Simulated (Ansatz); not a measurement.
System: sum formula GeBr₂F (charge 0, doublet). It need not be the lowest isomer of its formula. SMILES: [Br][Ge]([F])[Br]
Coordinates optimised at B3LYP-D3(BJ)/def2-TZVP (Ansatz, a program for electronic structure):
```xyz
4

F     -0.1342     2.1161    -0.2582
Ge    -0.0223     0.5561     0.5222
Br     1.9642    -0.4087    -0.2480
Br    -1.9093    -0.6439    -0.1630
```
Charge 0, spin multiplicity 2.

Quantity: atomisation energy (electronic, to ground-state atoms), in kcal/mol. Correlated levels leave the core frozen unless marked. Open shells are spin-unrestricted. Spin-orbit coupling is left out. Frozen are the shells of the preceding noble gas and the d and f shells that filled before the atom's block. Non-relativistic. The coupled-cluster limit lacks core correlation, which all-electron functionals hold. CBS(X,Y): correlation extrapolated as X^-3; Hartree-Fock from the larger set (for Q and 5 zeta extrapolated as (X+1)exp(-9√X)).

```tsv
level	program	atomisation energy (kcal/mol)
B3LYP-D3(BJ)/def2-TZVPD	Ansatz + dftd3	?
PBE0/STO-3G	Ansatz	299.6
PBE0/def2-SVP	Ansatz	247.0
PBE0/def2-TZVP	Ansatz	?
LC-wPBE-D3(BJ)/def2-TZVPD	Ansatz + dftd3	247.3
LC-wPBE/def2-TZVPD	Ansatz	244.1
B2GP-PLYP-D3(BJ)/def2-TZVPD	Ansatz + dftd3	250.3
B2GP-PLYP-D4/def2-TZVPD	Ansatz + dftd4	247.0
B2PLYP-D4/def2-TZVPD	Ansatz + dftd4	?
SCS-MP2/STO-3G	Ansatz	223.8
CCSD/cc-pVTZ	Ansatz	?
CCSD/cc-pVQZ	Ansatz	238.3
CCSD(T)/CBS(cc-pVQZ,cc-pV5Z)	Ansatz	253.5
```

Problem. What belongs in the gaps?

Solution. 
- B3LYP-D3(BJ)/def2-TZVPD, atomisation energy (kcal/mol): 247.8
- PBE0/def2-TZVP, atomisation energy (kcal/mol): 249.2
- B2PLYP-D4/def2-TZVPD, atomisation energy (kcal/mol): 247.9
- CCSD/cc-pVTZ, atomisation energy (kcal/mol): 229.8
